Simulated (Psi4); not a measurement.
triethylamine (C6H15N), singlet, at a GFN2-xTB geometry; PBE0/STO-3G (Psi4).

Input for Psi4:
```
memory 2 GB

molecule mol {
0 1
C    -1.657347    1.962932   -0.087266
C    -0.582489    1.153588   -0.804510
N     0.235925    0.364944    0.103015
C    -0.504080   -0.596040    0.902047
C    -1.194311   -1.738324    0.145011
C     1.392961   -0.185355   -0.585318
C     2.416122   -0.798031    0.364719
H    -1.224894    2.472324    0.769766
H    -2.063240    2.707117   -0.768481
H    -2.476661    1.334531    0.251694
H    -1.049892    0.535263   -1.591671
H     0.094425    1.853335   -1.304804
H     0.192266   -1.019775    1.628118
H    -1.253822   -0.039628    1.467663
H    -0.470196   -2.340082   -0.399006
H    -1.926483   -1.353022   -0.560593
H    -1.709114   -2.381759    0.854174
H     1.109901   -0.928626   -1.352025
H     1.869945    0.649902   -1.107796
H     2.080297   -1.754137    0.757325
H     3.350003   -0.961934   -0.167838
H     2.600855   -0.120737    1.194264
}

set {
  basis sto-3g
  reference rks
}

energy('pbe0')
print_variables()
```

What the program printed (banner, timings and long lists left out):

```
   => Loading Basis Set <=

    Name: STO-3G
    Role: ORBITAL
    Keyword: BASIS

         ---------------------------------------------------------
                                   SCF
               by Justin Turney, Rob Parrish, Andy Simmonett
                          and Daniel G. A. Smith
                              RKS Reference
         ---------------------------------------------------------

  ==> Geometry <==

    Molecular point group: c1
    Full point group: C1

    Geometry (in Angstrom), charge = 0, multiplicity = 1:

       Center              X                  Y                   Z               Mass
    ------------   -----------------  -----------------  -----------------  -----------------
         C           -1.665955325392     1.949702156346    -0.090499140194    12.000000000000
         C           -0.591097325392     1.140358156346    -0.807743140194    12.000000000000
         N            0.227316674608     0.351714156346     0.099781859806    14.003074004430
         C           -0.512688325392    -0.609269843654     0.898813859806    12.000000000000
         C           -1.202919325392    -1.751553843654     0.141777859806    12.000000000000
         C            1.384352674608    -0.198584843654    -0.588551140194    12.000000000000
         C            2.407513674608    -0.811260843654     0.361485859806    12.000000000000
         H           -1.233502325392     2.459094156346     0.766532859806     1.007825032230
         H           -2.071848325392     2.693887156346    -0.771714140194     1.007825032230
         H           -2.485269325392     1.321301156346     0.248460859806     1.007825032230
         H           -1.058500325392     0.522033156346    -1.594904140194     1.007825032230
         H            0.085816674608     1.840105156346    -1.308037140194     1.007825032230
         H            0.183657674608    -1.033004843654     1.624884859806     1.007825032230
         H           -1.262430325392    -0.052857843654     1.464429859806     1.007825032230
         H           -0.478804325392    -2.353311843654    -0.402239140194     1.007825032230
         H           -1.935091325392    -1.366251843654    -0.563826140194     1.007825032230
         H           -1.717722325392    -2.394988843654     0.850940859806     1.007825032230
         H            1.101292674608    -0.941855843654    -1.355258140194     1.007825032230
         H            1.861336674608     0.636672156346    -1.111029140194     1.007825032230
         H            2.071688674608    -1.767366843654     0.754091859806     1.007825032230
         H            3.341394674608    -0.975163843654    -0.171071140194     1.007825032230
         H            2.592246674608    -0.133966843654     1.191030859806     1.007825032230

  Running in c1 symmetry.

  Rotational constants: A =      0.10951  B =      0.06255  C =      0.04680 [cm^-1]
  Rotational constants: A =   3283.04610  B =   1875.24824  C =   1402.99648 [MHz]
  Nuclear repulsion =  341.017476673389581

  Charge       = 0
  Multiplicity = 1
  Electrons    = 58
  Nalpha       = 29
  Nbeta        = 29

  ==> Algorithm <==

  SCF Algorithm Type is DF.
  DIIS enabled.
  MOM disabled.
  Fractional occupation disabled.
  Guess Type is SAD.
  Energy threshold   = 1.00e-06
  Density threshold  = 1.00e-06
  Integral threshold = 1.00e-12

  ==> Primary Basis <==

  Basis Set: STO-3G
    Blend: STO-3G
    Number of shells: 36
    Number of basis functions: 50
    Number of Cartesian functions: 50
    Spherical Harmonics?: true
    Max angular momentum: 1

  ==> DFT Potential <==

   => LibXC <=

    Version 7.1.2
    S. Lehtola, C. Steigemann, M. J. T. Oliveira, and M. A. L. Marques,  SoftwareX 7, 1–5 (2018) (10.1016/j.softx.2017.11.002)

   => Composite Functional: PBE0 <=

    PBE0 Hyb-GGA Exchange-Correlation Functional

    C. Adamo and V. Barone,  J. Chem. Phys. 110, 6158 (1999) (10.1063/1.478522)
[...]

   => Loading Basis Set <=

    Name: (STO-3G AUX)
    Role: JKFIT
    Keyword: DF_BASIS_SCF

  ==> Integral Setup <==

  SCF_SUBTYPE=INCORE selected. In-core MEM_DF algorithm will be used.
  Using in-core AOs.

  ==> MemDFJK: Density-Fitted J/K Matrices <==

    J tasked:                   Yes
    K tasked:                   Yes
    wK tasked:                   No
    Algorithm:                 Core
    Schwarz Cutoff:           1E-12
    Mask sparsity (%):       1.2000
    Fitting Condition:        1E-10

   => Auxiliary Basis Set <=

  Basis Set: (STO-3G AUX)
    Blend: DEF2-UNIVERSAL-JKFIT
    Number of shells: 265
    Number of basis functions: 797
    Number of Cartesian functions: 927
    Spherical Harmonics?: true
    Max angular momentum: 4

  Minimum eigenvalue in the overlap matrix is 2.0207322226E-01.
  Reciprocal condition number of the overlap matrix is 7.6643756147E-02.
    Using symmetric orthogonalization.

  ==> Pre-Iterations <==

  SCF Guess: Superposition of Atomic Densities via on-the-fly atomic UHF (no occupation information).

   -------------------------
    Irrep   Nso     Nmo
   -------------------------
     A         50      50
   -------------------------
    Total      50      50
   -------------------------

  ==> Iterations <==

                           Total Energy        Delta E     RMS |[F,P]|

   @DF-RKS iter SAD:  -284.26260505472055   -2.84263e+02   0.00000e+00
   @DF-RKS iter   1:  -288.53756871397547   -4.27496e+00   3.58193e-03 DIIS/ADIIS
   @DF-RKS iter   2:  -288.54375085587822   -6.18214e-03   3.05315e-03 DIIS/ADIIS
   @DF-RKS iter   3:  -288.55677191415822   -1.30211e-02   1.96864e-04 DIIS/ADIIS
   @DF-RKS iter   4:  -288.55681988426397   -4.79701e-05   7.87480e-05 DIIS
   @DF-RKS iter   5:  -288.55682991420377   -1.00299e-05   5.65903e-06 DIIS
   @DF-RKS iter   6:  -288.55682996059198   -4.63882e-08   2.16182e-06 DIIS
   @DF-RKS iter   7:  -288.55682996766120   -7.06922e-09   2.24360e-07 DIIS
  Energy and wave function converged.

  ==> Post-Iterations <==

   Electrons on quadrature grid:
      Ntotal   =   57.9998831487 ; deviation = -1.169e-04

    Orbital Energies [Eh]
    ---------------------

    Doubly Occupied:

[...]
    Virtual:

[...]
    Final Occupation by Irrep:
              A
    DOCC [    29 ]
    NA   [    29 ]
    NB   [    29 ]

  @DF-RKS Final Energy:  -288.55682996766120

   => Energetics <=

    Nuclear Repulsion Energy =            341.0174766733895808
    One-Electron Energy =               -1065.7492559903414531
    Two-Electron Energy =                 470.2364000863566389
    DFT Exchange-Correlation Energy =     -34.0614507370660178
    Empirical Dispersion Energy =           0.0000000000000000
    VV10 Nonlocal Energy =                  0.0000000000000000
    Total Energy =                       -288.5568299676612014

Computation Completed

Properties will be evaluated at   0.000000,   0.000000,   0.000000 [a0]

Properties computed using the SCF density matrix

 Multipole Moments:

 ------------------------------------------------------------------------------------
     Multipole            Electronic (a.u.)      Nuclear  (a.u.)        Total (a.u.)
 ------------------------------------------------------------------------------------

 L = 1.  Multiply by 2.5417464519 to convert [e a0] to [Debye]
 Dipole X            :          0.8488018           -0.9435060           -0.0947042
 Dipole Y            :          1.2775122           -1.4500453           -0.1725331
 Dipole Z            :          0.1539643           -0.3543787           -0.2004144
 Magnitude           :                                                    0.2808959

 ------------------------------------------------------------------------------------

  Variable Map:
  ----------------------------------------------------------------------------
[...]
  Array Variable Map:
  ----------------------------------------------------------------------------
[...]
[...]
```
